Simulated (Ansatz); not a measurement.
Cost and result for the atomization energy of C2H9GaSe, SMILES `[CH3][GaH-]([CH3])[SeH2+]` (13 atoms, 12 bonds).

Z-matrix (Å, degrees):
```
C
Ga 1 1.985
H 1 1.094 2 109.2
H 1 1.093 2 112.0 3 -118.6
H 1 1.092 2 112.3 3 118.8
C 2 1.985 1 119.4 3 79.5
Se 2 2.780 1 96.7 3 -176.4
H 2 1.585 1 118.9 3 -80.3
H 6 1.093 2 111.8 1 39.8
H 6 1.095 2 109.4 1 -78.9
H 6 1.092 2 112.3 1 162.2
H 7 1.468 2 95.3 1 -169.7
H 7 1.469 2 97.4 1 -77.6
```

Total charge 0; spin multiplicity 1. Correlated methods include outer-core shells of Ga, Se, which these sets cover unevenly. Scalar relativity is left out up to krypton. Geometry: relaxed with PBE0-D4/def2-TZVP. It is one conformer, not always the lowest. Program: Ansatz. All runs use 2 threads of an AMD EPYC 7R13 on a shared host and a share of an NVIDIA H100 80 GB. Times are those of one run each, without the atoms' runs, and a repeat can differ threefold. Electronic energies, without spin–orbit coupling; frozen cores. CCSD(T)/CBS adds CCSD(T) − MP2 in def2-TZVPP to the MP2 limit, and its time is that of the two runs behind it. T1 = 0.010. With those shells the extrapolation isn't a true limit. B3LYP takes the VWN-RPA correlation (the form of Gaussian; ORCA's B3LYP/G). HSE06 is the plane-wave form, built on full-range PBE exchange.

CCSD(T)/CBS is a level of theory with its own doubt, some kJ/mol a heavy atom from the limit and from the frozen cores, so smaller differences don't rank the functionals.

```tsv
level	functions	wall time	atomization (kJ/mol)	difference from CCSD(T)/CBS	per bond
PBE-D4/def2-TZVPP (with forces)	284	9.5 s	4105.9	-3.0	-0.2
revPBE-D4/def2-TZVPP	284	11 s	4025.9	-83.0	-6.9
HSE06-D4/def2-TZVPP	284	11 s	4075.6	-33.3	-2.8
BLYP-D4/def2-TZVPP	284	11 s	4041.7	-67.2	-5.6
BHLYP-D4/def2-TZVPP	284	11 s	4005.6	-103.3	-8.6
r2SCAN-D4/def2-TZVPP (with forces)	284	16 s	4099.0	-9.9	-0.8
B97M-V/def2-TZVPP	284	17 s	4095.5	-13.4	-1.1
ωB97M-V/def2-TZVPP (with forces)	284	21 s	4080.0	-28.9	-2.4
CCSD(T)/def2-SVP	137	22 s	3896.1	-212.8	-17.7
B3LYP-D4/def2-TZVPP (with forces)	284	25 s	4077.4	-31.5	-2.6
CCSD(T)/def2-TZVPP	284	28 s	4030.4	-78.5	-6.5
MP2/def2-QZVPP	562	32 s	4068.6	-40.3	-3.4
CCSD(T)/CBS(def2)	–	60 s	4108.9	0.0	0.0
```

From PBE to PBE0 (25 % exact exchange), in def2-TZVPP and without D4, the atomization energy moves by −27.6 kJ/mol: exact exchange takes away binding that semilocal exchange gives to molecules. In def2-TZVPP, CCSD(T) changes the Hartree–Fock value by +997.9 kJ/mol (the triples alone add +45.5 kJ/mol) and MP2 by +990.9 kJ/mol; breaking electron pairs costs correlation energy, which Hartree–Fock lacks. At CCSD(T), def2-SVP lies −212.8 kJ/mol from the extrapolated value and def2-TZVPP −78.5 kJ/mol: correlation converges slowly with the basis, and small sets miss more of it in the bonded molecule than in its fragments.
